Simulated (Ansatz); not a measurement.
Cost and result up the ladder for Zn₁₂S₁₂ (started as a model of: (ZnS)12 cage of four- and six-membered rings) (24 atoms). The state is a singlet with charge 0. Geometry: PBE-D4/def2-SVP.

```tsv
atom	x (Å)	y (Å)	z (Å)
S1	3.430	1.267	-1.132
S2	2.491	1.852	2.239
S3	-0.170	-0.989	3.694
S4	2.939	-2.143	1.191
S5	-0.158	-3.775	0.611
S6	1.625	-2.107	-2.751
S7	0.170	0.989	-3.694
S8	0.158	3.775	-0.611
S9	-1.625	2.108	2.751
S10	-2.939	2.143	-1.190
S11	-2.491	-1.852	-2.239
S12	-3.430	-1.267	1.132
Zn13	3.071	0.077	0.842
Zn14	1.910	2.547	0.090
Zn15	0.481	1.122	2.942
Zn16	0.795	-2.256	2.103
Zn17	1.545	-2.723	-0.587
Zn18	1.991	0.181	-2.480
Zn19	-0.481	-1.122	-2.942
Zn20	-0.795	2.256	-2.103
Zn21	-1.544	2.723	0.587
Zn22	-1.991	-0.180	2.480
Zn23	-1.910	-2.548	-0.090
Zn24	-3.071	-0.077	-0.842
```

Ansatz on 4 threads of AMD EPYC 7R13 on a shared host and a share (37 GiB) of an NVIDIA H100 80GB HBM3. Times are rough, and most runs start from the orbitals of an earlier one. No level here is sound enough to serve as a yardstick. Binding counts from free atoms at the same level (S triplet, Zn singlet; other spins of the atoms weren't run), without zero-point energy or a counterpoise term.

Correlated methods freeze 168 core orbitals. The rows differ in basis, and correlated rows in double-zeta sets carry the largest basis error. Single mean-field runs in def2-SVP, def2-TZVP are fitted with def2-universal-jkfit.

Correlated methods converge slowly with the basis, most of all in double-zeta sets.

```
                        level  functions  wall time  binding energy per atom (eV)
                  HF/def2-SVP        588      4.8 s                          1.92
PBE-D4/def2-SVP (with forces)        588      5.5 s                          3.01
           r2SCAN-D4/def2-SVP        588      5.5 s                          3.12
             PBE0-D4/def2-SVP        588      7.5 s                          2.99
             PBE-D4/def2-TZVP       1020      7.5 s                          2.81
                 MP2/def2-SVP        588        8 s                          2.70
            PBE0-D4/def2-TZVP       1020       14 s                          2.84
                    HF/STO-3G        324       18 s                          2.06
```
